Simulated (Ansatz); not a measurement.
def2 core potentials replace the inner electrons of Sn.

Z-matrix (Å, degrees):
```
Sn
O 1 1.9725
C 2 1.4031 1 121.72
H 3 1.1035 2 108.62 1 157.20
H 3 1.1048 4 107.86 2 122.83
H 3 1.1072 4 107.39 5 115.83
O 1 1.9851 2 102.15 3 -31.48
C 7 1.3996 1 121.15 2 158.56
H 8 1.1034 7 108.56 1 -173.51
H 8 1.1072 9 107.48 7 -122.59
H 8 1.1076 9 107.40 10 -115.11
O 1 1.9901 2 109.92 3 80.17
C 12 1.3993 1 121.24 2 -40.54
H 13 1.1034 12 108.77 1 -177.48
H 13 1.1069 14 107.37 12 122.21
H 13 1.1078 14 107.29 15 115.28
C 1 2.1375 2 112.30 3 -158.97
H 17 1.1006 1 106.65 2 -17.06
H 17 1.1009 18 108.03 1 -112.51
C 17 1.5299 18 112.58 19 -123.12
H 20 1.1027 17 109.29 18 -49.26
H 20 1.1033 21 106.90 17 -117.54
C 20 1.4993 21 108.94 22 -118.82
C 23 1.3339 20 125.16 21 133.69
H 24 1.0932 23 121.43 20 178.62
H 24 1.0954 25 117.05 23 -179.42
H 23 1.0998 24 119.68 25 -0.07
```
Charge 0, spin multiplicity 1.

Computed with Ansatz (a program for electronic structure) with frozen-core CCSD(T)/def2-SVP // PBE0-D3(BJ)/def2-SVP.

```json
{
  "HF energy": "-711.91745 Ha",
  "MP2 correlation energy": "-1.65379 Ha"
}
```

Question: Estimate the CCSD correlation energy, the (T) correction, the total energy and the T1 diagnostic.

Answer: 
```
Item                             Value
-----------------------  -------------
CCSD correlation energy    -1.75896 Ha
(T) correction             -0.05356 Ha
CCSD(T) total energy     -713.72997 Ha
T1 diagnostic                    0.012
```
